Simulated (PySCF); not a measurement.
A small calculation by hand: chemical shift, span and skew from a shielding tensor

4-sulfanylbutanal (C4H8OS), SMILES C(CCC=O)S. Atoms are numbered in the order given.

```xyz
14

O      3.1138    -0.5076     0.8052
C      2.3907    -0.2696    -0.1390
C      0.8982    -0.5150    -0.1834
C      0.1145     0.7005    -0.7007
C     -1.3759     0.4400    -0.9213
S     -2.1972     0.0353     0.6795
H      2.8131     0.1697    -1.1000
H      0.5608    -0.8400     0.8208
H      0.7357    -1.3713    -0.8802
H      0.5485     1.0349    -1.6691
H      0.2385     1.5516     0.0038
H     -1.8537     1.3409    -1.3556
H     -1.5160    -0.4028    -1.6304
H     -3.4471    -0.1220     0.1631
```
Charge 0, spin multiplicity 1.

Geometry optimised at PBE-D3(BJ)/def2-SVP. One conformer was computed; it need not be the lowest.

GIAO shieldings from PBE/pcSseg-1 (PySCF), non-relativistic, no solvent. The symmetric part of the tensor of C4 has the principal values 145.6, 147.4, 162.2 ppm. The same nucleus in TMS has σ = 182.0 ppm at this level (PySCF, at its B3LYP-D3(BJ)/def2-TZVP geometry).

Q: Work out the isotropic shielding, the ¹³C shift against TMS, the span and the skew.

A: 
σ(iso) = (σ11 + σ22 + σ33)/3 = 151.7 ppm. δ = σ(ref) − σ(iso) = 182.0 − (151.7) = 30.3 ppm.
Span Ω = σ33 − σ11 = 16.6 ppm. Skew κ = 3(σ(iso) − σ22)/Ω = 0.78. Tumbling in solution averages the tensor to δ; in a static solid the shielding alone would spread this spin-1/2 line over Ω.
